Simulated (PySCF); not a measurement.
**Correlation energy of Mg (magnesium, neutral)**

[Ne] 3s2, closed-shell 1S. All numbers are calculated (PySCF 2.14, the non-relativistic Hamiltonian (point nucleus), in aug-cc-pVDZ). Frozen: [Ne]; 2 electrons correlated.

Total MP2 correlation energy: -21.69 mhartree.

Same-spin part 0.00 and opposite-spin part -21.69 mhartree; SCS-MP2 scales them by 1/3 and 6/5 to -26.03 mhartree.

With two correlated electrons CCSD is exact within the correlated space (frozen core and kept virtual orbitals).

```tsv
level	correlation energy (mhartree)
CCSD	-32.95
```

Diagnostics: T1 = 0.015, D1 = 0.0214, largest double amplitude 0.090.

Cost of the coupled-cluster step: 0.04 s of wall time on 1 thread of Intel(R) Xeon(R) Platinum 8488C (shared host), for 2 correlated electrons.

Iterations:

```
CC2 = 0
CCSD nocc = 1, nmo = 22
frozen orbitals [0, 1, 2, 3, 4]
max_cycle = 100
direct = 0
conv_tol = 1e-08
conv_tol_normt = 1e-06
diis_space = 8
diis_start_cycle = 0
Init t2, MP2 energy = -199.630030041453  E_corr(MP2) -0.0216914821321924
Init E_corr(CCSD) = -0.0216914821448568
cycle = 1  E_corr(CCSD) = -0.0280911004662298  dE = -0.00639961832  norm(t1,t2) = 0.051364
cycle = 2  E_corr(CCSD) = -0.0305499844083412  dE = -0.00245888394  norm(t1,t2) = 0.0252042
cycle = 3  E_corr(CCSD) = -0.0329454619403271  dE = -0.00239547753  norm(t1,t2) = 0.0134175
cycle = 4  E_corr(CCSD) = -0.0329428173905439  dE = 2.64454978e-06  norm(t1,t2) = 0.00112706
cycle = 5  E_corr(CCSD) = -0.0329568987682827  dE = -1.40813777e-05  norm(t1,t2) = 0.000134903
cycle = 6  E_corr(CCSD) = -0.0329507872438424  dE = 6.11152444e-06  norm(t1,t2) = 3.38857e-05
cycle = 7  E_corr(CCSD) = -0.0329520616554174  dE = -1.27441157e-06  norm(t1,t2) = 7.68545e-06
cycle = 8  E_corr(CCSD) = -0.0329519591572279  dE = 1.02498189e-07  norm(t1,t2) = 1.66507e-06
cycle = 9  E_corr(CCSD) = -0.0329518876299232  dE = 7.15273047e-08  norm(t1,t2) = 4.93157e-07
cycle = 10  E_corr(CCSD) = -0.0329518783162282  dE = 9.313695e-09  norm(t1,t2) = 7.54899e-08
CCSD converged
E(CCSD) = -199.6412904376368  E_corr = -0.03295187831622817
```
